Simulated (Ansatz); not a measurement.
Ansatz (a quantum-chemistry and plane-wave program) input (B3LYP/def2-TZVPD):

Ansatz 0.2 input:
```yaml
crystal:
  periodic: [false, false, false]
  atoms:
    - {symbol: B, position_ang: [-0.00000000, -0.00000000, -1.53551455]}
    - {symbol: Br, position_ang: [0.00000000, 0.00000000, 0.21935922]}
basis:
  gaussian:
    orbitals: def2-TZVPD
hamiltonian:
  xc: {name: B3LYP}
total_charge: 1
magnetization: {spin_polarized: true, initial_magnetization: 1}
output: {forces: true}
```

Output:

```
Functional definition: B3LYP
integrals: 0.02 GiB planned
621 factors; their error is unknown
mean field: 0.34 GiB planned
mean field evaluation 1: about -70709.8301 eV, gradient 1.8e1 eV
mean field evaluation 2: about -70707.6594 eV, gradient 2.9e1 eV
mean field evaluation 4: about -70711.6486 eV, gradient 1.9e0 eV
mean field evaluation 8: about -70711.9272 eV, gradient 5.4e-2 eV
mean field evaluation 16: about -70711.9272 eV, gradient 4.2e-5 eV
mean field -70711.92718328 eV, -2598.6153937198 hartree, gradient 4.2e-5 eV, S^2 0.756749; 0 other end points of the search recorded, 0 dependent functions left out
the calculation of the forces begins
reference -70711.92737517 eV, -2598.6154007718 hartree; 20, 19 occupied and 74, 75 virtual orbitals, 621 factors
Total energy: -70711.92737517 eV, -2598.6154007718 hartree
Atom 0 at    -0.000000    -0.000000    -1.535515 Å, force    -0.000000     0.000000    -0.002540 eV/Å
Atom 1 at     0.000000     0.000000     0.219359 Å, force     0.000000    -0.000000     0.002540 eV/Å
Dipole moment:     0.000000     0.000000    -0.663039 e Å
```
